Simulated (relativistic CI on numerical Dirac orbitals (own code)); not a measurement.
**One change at a time: Nd L**

Base calculation: Dirac-Coulomb-Breit CI, KLI orbitals optimised for each configuration, model QED (radiative potential, 1s self-energy scaled to tabulated hydrogen-like ionisation energies), unscaled Slater integrals.

Configuration list (outside the closed core [Ne]): 3s, 3p, 3d, 4s, 4p, 4d, 4f, 5s, 5p, 5d, 5f, 5g, 6s, 6p, 6d. Levels of other configurations are missing.

Variants: (1) valence Slater integrals scaled by 0.9; (2) configuration mixing switched off. Shifts of the energy above 3s 2S_1/2, in eV, for the lowest level and the first level of each name with at least 55 % of one term (blank where a level changes its place among those of its configuration and J or its character, or is not in the variant):

| Level | Base | Δ(1) | Δ(2) |
| --- | --- | --- | --- |
| 3s 2S_1/2 | 0.00 | 0.00 | 0.00 |
| 3p 2P°_1/2 | 116.56 | 0.00 | +0.01 |
| 3p 2P°_3/2 | 256.72 | 0.00 | -0.01 |
| 3d 2D_3/2 | 401.13 | 0.00 | 0.00 |
| 3d 2D_5/2 | 432.97 | 0.00 | -0.01 |
| 4s 2S_1/2 | 1959.03 | 0.00 | -0.03 |
| 4p 2P°_1/2 | 2007.25 | 0.00 | -0.03 |
| 4p 2P°_3/2 | 2064.43 | 0.00 | -0.02 |
| 4d 2D_3/2 | 2119.15 | 0.00 | -0.03 |
| 4d 2D_5/2 | 2132.96 | 0.00 | -0.02 |
| 4f 2F°_5/2 | 2161.99 | 0.00 | -0.02 |
| 4f 2F°_7/2 | 2167.95 | 0.00 | -0.02 |
| 5s 2S_1/2 | 2830.61 | 0.00 | -0.03 |
| 5p 2P°_1/2 | 2854.87 | 0.00 | -0.03 |
| 5p 2P°_3/2 | 2883.60 | 0.00 | -0.02 |
| 5d 2D_3/2 | 2910.37 | 0.00 | -0.03 |
| 5d 2D_5/2 | 2917.50 | 0.00 | -0.02 |
| 5f 2F°_5/2 | 2931.86 | 0.00 | -0.02 |
| 5f 2F°_7/2 | 2934.92 | 0.00 | -0.02 |
| 5g 2G_7/2 | 2936.87 | 0.00 | -0.02 |
| 5g 2G_9/2 | 2938.69 | 0.00 | -0.02 |
| 6s 2S_1/2 | 3292.89 | 0.00 | -0.03 |

At this charge energies of transitions that change n are usually good to better than 1 %, and those within a shell (Δn = 0) to a few per cent.

Ionisation energy from the two ground configurations alone: base 4301.12 eV. The NIST ASD value (theoretical) is 4302 eV.
